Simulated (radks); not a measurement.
Problem. The mean radii <r> (bohr) of the occupied orbitals of an atom or ion are listed with their occupations. All-electron calculation, scalar-relativistic Kohn-Sham, PBE, spin-unpolarised, spherical densities, point nucleus. Program: a radial shooting solver on a logarithmic mesh with Libxc functionals.

| orbital | occ. | <r> |
|---|---|---|
| 1s | 2 | 0.02232 |
| 2s | 2 | 0.09511 |
| 2p | 6 | 0.08389 |
| 3s | 2 | 0.2495 |
| 3p | 6 | 0.2480 |
| 3d | 10 | 0.2259 |
| 4s | 2 | 0.5660 |
| 4p | 6 | 0.5994 |
| 4d | 10 | 0.6542 |
| 5s | 2 | 1.381 |
| 5p | 6 | 1.626 |
| 4f | 7 | 0.9674 |
| 6s | 1 | 3.876 |
| 7f | 1 | 42.16 |

Name the element and its charge.

Solution. Z = 63, europium, charge 0: Eu in [Xe] 4f7 6s1 7f1. The 1s radius gives Z: for a bare nucleus <r> = (2 gamma + 1)/(2Z) with gamma = sqrt(1 - (Z/c)^2), 0.02203 bohr for Z = 63, and screening makes it slightly larger (0.02232 here). The occupations add up to 63, and the charge is Z minus that.
